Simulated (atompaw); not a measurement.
# Which change was made? (Sn, PAW (atompaw))

- Element: Sn
- Generator: atompaw 4.2.0.5
- Type: PAW
- Functional: PBEsol
- Relativity: scalar-relativistic
- Frozen core: [Ar] 3d10 4s2
- Valence charge: 20
- Reference configuration: 4p6 4d10 5s2 5p0 (charge +2)
- Partial waves: 5s (bound): rc 2.10 bohr; 5s channel at 0.05 Ry: rc 2.10 bohr; 4p (bound): rc 1.30 bohr; 5p (bound, empty): rc 2.10 bohr; 4d (bound): rc 1.70 bohr; 4d channel at 0.9 Ry: rc 2.10 bohr
- Local potential: bessel scheme, radius 1.85 bohr
- Core correction: smooth core density matched at 1.35 bohr
- Augmentation charge: sinc compensation charge, radius 1.85 bohr; PAW radius 2.10 bohr; waves and projectors: custom rrkj gramschmidtortho

Cutoffs, loose and tight: the cutoffs (Ry, on a coarse ladder) from which the occupation-weighted sum of valence levels, in a spherical-Bessel basis at the reference potential, stays within 10 and 1 mRy of its value at 400 Ry. They see the waves, projectors and local potential, not the compensation charge or the core.

The base gives: outcome: generated; cutoff, loose: 70 Ry; cutoff, tight: 100 Ry; bound ghosts: none.

After one change the result is: outcome: generated; cutoff, loose: 50 Ry; cutoff, tight: 90 Ry; bound ghosts: none. Which change was it?
A. local potential troulliermartins scheme with l = 3 at 0 Ry, radius 1.85 bohr
B. wave 4p (bound): rc 1.30 bohr becomes 4p (bound): rc 1.82 bohr
C. wave 5s (bound): rc 2.10 bohr becomes 5s (bound): rc 1.36 bohr
D. augmentation sinc compensation charge, radius 1.85 bohr; PAW radius 2.10 bohr; waves and projectors: custom polynom2 7 10 vanderbiltortho
E. reference 4p6 4d10 5s2 5p2

B. The others give: wave 5s (bound): rc 2.10 bohr becomes 5s (bound): rc 1.36 bohr → outcome: failed: atompaw: The overlap operator has at least one negative eigenvalue! | augmentation sinc compensation charge, radius 1.85 bohr; PAW radius 2.10 bohr; waves and projectors: custom polynom2 7 10 vanderbiltortho → outcome: generated; cutoff, loose: 260 Ry; cutoff, tight: over 300 Ry; bound ghosts: none | reference 4p6 4d10 5s2 5p2 → outcome: generated; cutoff, loose: 60 Ry; cutoff, tight: 100 Ry; bound ghosts: none | local potential troulliermartins scheme with l = 3 at 0 Ry, radius 1.85 bohr → outcome: generated; cutoff, loose: 60 Ry; cutoff, tight: 100 Ry; bound ghosts: s.
